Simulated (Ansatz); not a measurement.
Se (SMILES [Se+]), charge +1, quartet. Base run: PBE0/6-31G** run with Ansatz (a first-principles code).

Geometry (Å):
```xyz
1

Se     0.0000     0.0000     0.0000
```
Charge +1, spin multiplicity 4.
Orbitals are unrestricted.
All else is at Ansatz's defaults.
Base energy -2400.56146 Eh.

Variants of this job, named by their change:

| change | ΔE vs base (kcal/mol) |
|---|---|
| base | 0.000 |
| final_grid = 10, 20, 41 | 0.000 |
| final_grid = 14, 28, 59 | 0.000 |
| lower_state_search = off | 0.000 |
| lower_state_search = full | 0.000 |
| final_grid = 4, 8, 17 | 0.081 |
| point_charge = charge:0.5 position_ang:2.491, 1.2522, 1.1076 | 54.54 |
| lower_state_search = light | 0.000 |
| forces = on | 0.000 |
| nuclear_model = gaussian | 7.06 |
| point_charge = charge:-1.0 position_ang:-2.5861, -1.5193, -0.0642 | -113.9 |
